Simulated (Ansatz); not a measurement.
Mn2S⁺, relaxed as a doublet with UKS PBE-D4/def2-TZVP in Ansatz, starting from the GFN2-xTB geometry. Force threshold 0.02 eV/Å.

The charge 1 doublet is spin-contaminated (final ⟨S²⟩ up to 4.79, 0.75 for a pure state). The structure comes from a short search, and lower isomers may exist.

Start:

```xyz
3

Mn    1.287    0.646    1.409
Mn   -1.277   -0.654   -1.415
S    -0.010    0.008    0.006
```

```tsv
step	energy (eV)	largest force component (eV/Å)	SCF passes
1	-73453.2493	2.489	158
2	-73453.4914	0.650	34
3	-73453.5133	0.220	28
4 (rejected)	-73453.5120	0.441	29
5	-73453.5166	0.056	28
6	-73453.5178	0.036	28
7	-73453.5313	0.286	40
8	-73453.5811	0.309	39
9	-73453.6368	0.583	43
10	-73453.6870	0.740	38
11	-73453.7362	0.278	39
12	-73453.7953	0.348	36
13	-73453.9107	0.632	35
14	-73453.9414	0.389	27
15	-73453.9555	0.448	32
16 (rejected)	-73453.8921	0.859	31
17	-73453.9868	0.077	26
18 (rejected)	-73453.9799	0.279	27
19	-73453.9879	0.019	27
20	-73453.9880	0.001	27
```

Force components are those of the run's own axes.

End:

```xyz
3

Mn    1.228    0.100    0.656
Mn   -0.423   -0.754   -1.186
S    -0.805    0.653    0.531
```

By distances, no bond broke or formed, bridged metal pairs apart. The bond that changes most is Mn2–S3, from 2.01 to 2.25 Å (atoms count from 1). Metal–metal contacts that move far: Mn1–Mn2 4.03 to 2.62 Å. The end is the same structure that another start reached, the lowest one found.

The force fell under the threshold at step 19, but the optimiser went on. No frequencies were taken in this run, so the end may be a saddle point.

Run time 28 s (4 threads of Arm Neoverse V2 on a shared host).
